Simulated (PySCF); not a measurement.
**Two-component Hartree-Fock for Cr²⁺ (chromium, charge +2)**

Start: [Ar] 3d3 4p1; 3d5/2 filled at m_j = +1/2, +3/2, +5/2; 4p3/2 filled at m_j = +3/2. Calculated with PySCF 2.14 in x2c-TZVPall-2c (6s7p4d1f, 54 functions): generalised Hartree-Fock with the X2C-1e Hamiltonian and a Gaussian nucleus; one run each with spin-orbit coupling (SO) switched off, then screened by Boettger's factors. This is a chosen level, not necessarily the ground level.

```tsv
spinor shell	electrons	ε, spin-free (eV)	ε, screened SO (eV)	weight of nominal j (screened SO)	rms radius, screened SO (bohr)
1s1/2	2	-6073.3	-6073.3	1.000	0.0734
2s1/2	2	-755.61	-755.63	1.000	0.316
2p1/2	2	-636.77	-642.54	0.990	0.285
2p3/2	4	-636.77	-633.99	0.995	0.288
3s1/2	2	-122.04	-122.06	1.000	0.953
3p1/2	2	-86.473	-85.201	0.670	1.02
3d5/2	3	-40.621	-40.619	0.790	1.23
4p3/2	1	-18.888	-18.856	1.000	3.27
```

(1) Where does 3p3/2 lie, and what is the 3p spin-orbit splitting (screened SO)?

| quantity | spin-free | screened SO |
| --- | --- | --- |
| E (hartree) | -1048.45957 | -1048.46801 |
| M_J | 6 | 6 |
| ⟨J²⟩ | 42.004 | 42.004 |
| ⟨L²⟩ | 20.004 | 20.010 |
| ⟨S²⟩ | 6.001 | 5.999 |

Each row is a mean over spinors that exchange with the open shell spreads, by up to 11.827 eV (3p3/2).

Rows whose weight is well below 1 are mixtures of j = l ± 1/2: exchange outweighs spin-orbit coupling there, and the label is only the starting occupation.

Without spin-orbit coupling the j labels of p, d and f shells carry no meaning; the spin-free column gives the mean over the occupied spinors of each nl shell.

## Answers

(1) At -87.150 eV, -1.949 eV above 3p1/2.
